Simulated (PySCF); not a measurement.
# Peak assignment

Bonds (- single, = double, # triple, : aromatic): C1:C2, C2:C3, C3-C4, C4-C5, C5-Si6, Si6-C7, C3:C8, C8:C9, C9:N10, N10:C1, C7-C4. C1 carries H11; C2 carries H12; C4 carries H13; C5 carries H14, H15; Si6 carries H16, H17; C7 carries H18, H19; C8 carries H20; C9 carries H21. H15, H16, H18 are cis to C3 on the ring; H14, H17, H19 are trans to C3 on the ring.

- geometry: PBE0-D3(BJ)/def2-SVP
- shielding tensors at PBE0/pcSseg-1 (GIAO)
- program: PySCF 2.14
- averaged over atoms made equivalent by symmetry, fast rotation or ring inversion, gas phase, non-relativistic, one computed conformer

Referencing at the same level of theory: ¹³C (σ = 184.41 ppm), ¹H (σ = 31.27 ppm) against TMS.

Question: Assign these signals to the numbered atoms. ¹³C{¹H} NMR (computed): δ 165.5 (C), 156.2 (CH), 126.2 (CH), 43.6 (CH), 17.9 (CH2).

Answer: 
165.5 → C3, substituted aromatic carbon
156.2 → C1/C9, aromatic CH next to a ring nitrogen: the adjacent pyridine-type nitrogen withdraws density from it
126.2 → C2/C8, aromatic CH: the aromatic region
43.6 → C4, sp3 CH on an aromatic ring: aliphatic region, no heteroatom directly attached
17.9 → C5/C7, sp3 CH2 bonded to Si

Question: Assign these signals to the numbered atoms. ¹H NMR (300 MHz, computed): δ 8.73 (d, 2H), 7.17 (d, 2H), 5.22 (m, 1H), 5.07 (m, 1H), 3.53 (m, 1H), 1.94 (m, 2H), 1.22 (m, 2H).

Answer: 
| δ (ppm) | atoms | environment | reason |
| --- | --- | --- | --- |
| 8.73 | H11/H21 | hydrogen on an aromatic CH next to a ring nitrogen | ring current plus the neighbouring ring nitrogen |
| 7.17 | H12/H20 | hydrogen on an aromatic CH | it sits in the deshielding region of the aromatic ring current |
| 5.22 | H16 | hydrogen on a silicon bonded to 2 C, in a 4-membered ring | – |
| 5.07 | H17 | hydrogen on a silicon bonded to 2 C, in a 4-membered ring | – |
| 3.53 | H13 | hydrogen on an sp3 CH on an aromatic ring | – |
| 1.94 | H14/H19 | hydrogen on an sp3 CH2 bonded to Si | – |
| 1.22 | H15/H18 | hydrogen on an sp3 CH2 bonded to Si | – |

Shifts are as computed. Against solution values, carbons near 30 ppm lie about +2 ppm off and those near 130 ppm about +5 ppm. Of 1313 compounds with measured shifts, 239 miss one by over three times the rms of a fit or turn the order of signals round; such compounds aren't used in these exercises. No couplings were computed; multiplicities are counted from neighbouring protons, with m where these are inequivalent, close in shift, in a saturated or five-membered ring or joined by F or P, and br s for small geminal =CH2 splittings.
